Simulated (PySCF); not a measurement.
A side-by-side comparison of computed properties.

First species: C4H11NO2Si.
InChI=1S/C4H11NO2Si/c1-3-4-8(5,6)7-2/h3,6H,1,4-5H2,2H3/t8-/m1/s1

Second species: C₄H₁₁NO₂Si.
Structure used (GFN2-xTB), in Å, numbered top down from 1:
```xyz
19
C4H11NO2Si angstrom
C     -2.3110    0.0315    0.0959
C     -1.2262   -0.1793   -0.9767
O     -1.2504    0.8369   -1.9386
C      0.1076   -0.2405   -0.2704
C      0.4050   -1.4781    0.5576
O      0.3741   -1.1999    1.9357
N      0.8619    0.7601   -0.3362
Si     2.3905    1.2307    0.2862
H     -2.1508    0.9867    0.5908
H     -3.2866    0.0439   -0.3817
H     -2.2787   -0.7615    0.8369
H     -1.4127   -1.1264   -1.4990
H     -0.6046    1.5023   -1.6548
H     -0.3428   -2.2543    0.3876
H      1.3935   -1.8595    0.2586
H      0.9880   -0.4794    2.1217
H      3.1805    0.2186    1.0079
H      3.1042    1.6651   -0.9086
H      2.0488    2.3123    1.2091
```

Levels: PBE0/pcSseg-1 for HOMO energy, LUMO energy and HOMO–LUMO gap. Geometries: GFN2-xTB. All species are isolated and taken at one optimised geometry, non-relativistic unless stated. Electronic properties by PySCF.

The conformers computed, where there is a choice (atom-mapped SMILES and torsion angles):
- `[CH3:1][C@@H:2]([OH:3])/[C:4]([CH2:5][OH:6])=[N:7]/[SiH3:8]`: C1–C2–C4–C5 71°, C2–C4–C5–O6 -108°, H–O3–C2–C1 94°, H–O6–C5–C4 -56°

The conformers of `C=CC[Si@@](N)(O)OC` aren't listed.

```json
{"property": "HOMO energy", "column X": "-6.97 eV", "column Y": "-7.23 eV"}
{"property": "LUMO energy", "column X": "0.46 eV", "column Y": "-1.04 eV"}
{"property": "HOMO–LUMO gap", "column X": "7.43 eV", "column Y": "6.19 eV"}
```

**Question.** Which column belongs to which species?

**Answer.** Column X is the first species and column Y the second. The first has 19 atoms and 72 electrons, the second 19 and 72.

**Question.** How does each property change from the first species to the second?

**Answer.** HOMO energy -0.26 eV; LUMO energy -1.50 eV; HOMO–LUMO gap -1.24 eV.

